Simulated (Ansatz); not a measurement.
The cluster B₃As₃, relaxed as a singlet with RKS r2SCAN-D4/def2-SVP in Ansatz, starting from the GFN2-xTB geometry. Force threshold 0.02 eV/Å.

The restricted singlet is unstable towards broken spin symmetry in Hartree–Fock (as tested in another run); at r2SCAN-D4/def2-SVP this wasn't settled. Another isomer (singlet) lies 0.22 eV lower at PBE0-D4/def2-TZVP; other spin states weren't run for this one.

Start:

Cartesian coordinates in Å:
```
B -0.908 -0.248 -0.323
B 0.781 0.300 0.197
B 0.170 0.103 -1.375
As 2.019 0.260 -1.303
As -1.727 -1.135 1.108
As -0.334 0.720 1.695
```

```csv
step,energy (eV),largest force component (eV/Å),SCF passes
1,-184526.2639,1.060,22
2,-184526.3685,0.381,24
3,-184526.3968,0.121,23
4 (rejected),-184526.3935,0.132,23
5,-184526.3986,0.024,25
6,-184526.3987,0.008,26
```

Force components are those of the run's own axes.

End:

```xyz
6

B    -0.886   -0.237   -0.305
B     0.752    0.267    0.167
B     0.188    0.072   -1.449
As    2.061    0.309   -1.311
As   -1.771   -1.124    1.151
As   -0.343    0.713    1.747
```

By distances, no bond broke or formed. The bond that changes most is B1–B2, from 1.85 to 1.78 Å (atoms count from 1).

No frequencies were taken in this run, so the end may be a saddle point.

It took 16 s on 4 threads of Arm Neoverse V2 on a shared host.
